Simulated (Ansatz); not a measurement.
Basis-set extrapolation for `CSS[SiH2][SiH3]` (PBE0-D4/def2-TZVP geometry, frozen core, Ansatz 0.2.0). Multiplicity 1, RHF reference.

|  | def2-TZVPP | def2-QZVPP |
| --- | --- | --- |
| HF | -1415.533826 | -1415.576238 |
| MP2 correlation | -0.782148 | -0.844972 |
| CCSD(T) correlation | -0.900665 | not run |

Energies in hartree. Use E(X) = E(∞) + A·exp(−7.88·√X) for Hartree–Fock and E(X) = E(∞) + B·X^(−2.97) for correlation, with X = 3 and 4, and add CCSD(T) minus MP2 of the smaller set to the MP2 limit.

Question: What is the CCSD(T) energy at the basis-set limit?

Answer: HF limit: -1415.576238 + (-0.042412) × 0.13774 = -1415.58208. MP2 limit: -0.844972 + (-0.062824) × 0.74074 = -0.89151. Higher-order term: -0.900665 − (-0.782148) = -0.11852. Total: -1416.59211 hartree, 4.29 eV below CCSD(T)/def2-TZVPP.
